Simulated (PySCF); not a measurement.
# From computed data to an observable: oscillator strength and radiative lifetime

CH10O2Si3, SMILES C[Si@@H](O)[Si@@H]([SiH3])O.

The structure is a stationary point at ωB97X-D3(BJ)/def2-SVP. The structure was generated by enumeration; whether it is a known compound was not checked. The values are those of a single conformer.

TDA-PBE/def2-SVPD (PySCF 2.14.0) puts the first singlet state with f over 0.02 at 5.81 eV (vertical), with the transition dipole (0.439, 0.151, -0.137) in atomic units.

Task: Find the oscillator strength, the wavelength and the radiative lifetime that this transition would have in vacuum if emission retraced absorption.

Result: 
|μ|² = 0.2343 au, so |μ| = 1.23 D. ΔE = 5.81/27.211 = 0.2135 hartree. f = (2/3) ΔE |μ|² = 0.033 (the program prints 0.033).
λ = 1239.84/5.81 = 213 nm; ν = 46861 cm⁻¹.
Einstein's coefficient A = 0.6670 ν² f s⁻¹ (ν in cm⁻¹) = 4.9e7 s⁻¹, so τ = 1/A = 20 ns. This state is S5; the lower singlets have f = 0.016, 0.016, 0.012, 0.001. The figure is the radiative limit of this one transition; relaxation, internal conversion, crossing to triplets and a medium change what is measured.
